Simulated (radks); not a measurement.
Numerical settings for the dysprosium ion Dy+, [Xe] 4f10 6s1. All-electron calculation, Dirac Kohn-Sham, PBE, spin-unpolarised, spherical densities, finite nucleus; open shells fill j = l - 1/2 first; Fermi nuclear charge, rms radius 5.2218 fm. Program: a radial shooting solver on a logarithmic mesh with Libxc functionals. The defaults (mesh step 0.008 in ln r, mesh end at 40 bohr or more with all orbitals vanishing there, Anderson mixing 0.5 over 9 steps, residual threshold near 1e-9 with the energy settled to 1e-9 hartree or 1e-11 of itself, here a cap of 51 iterations) give E = -12166.9685 hartree and 6s1/2 at -8.839 eV in 17 iterations. Times are rough (one thread of a shared host). Changes against that run (0 stands for a change within the tolerance of the run):

setting,iterations,converged,E (mhartree),e(6s1/2) (meV),CPU (s)
mesh step in ln r 0.12,4,no,diverged,-,0.01
mesh step in ln r 0.08,2,no,diverged,-,0.02
mesh step in ln r 0.012,17,yes,0,0,0.17
mesh end (bohr) 20,17,yes,0,0,0.22
mesh end (bohr) 8,17,yes,+3.77,+190,0.22
residual threshold 0.1,11,yes,0,+0.249,0.18
residual threshold 0.001,11,yes,0,+0.249,0.18
mixing 0.2,19,yes,0,0,0.26
"linear mixing, mixing 0.8",51,no,+4.58e+04,-8.78e+04,1.5
"linear mixing, mixing 0.05",51,no,+1.01,-337,0.59
mixing history 2,32,yes,0,0,0.36
iteration cap 2,2,no,+849,-5.99e+03,0.04

Settings that end as converged yet miss the energy by more than 1 mhartree: mesh end (bohr) 8 (+0.00377 hartree). A mesh that ends early acts as a hard wall.
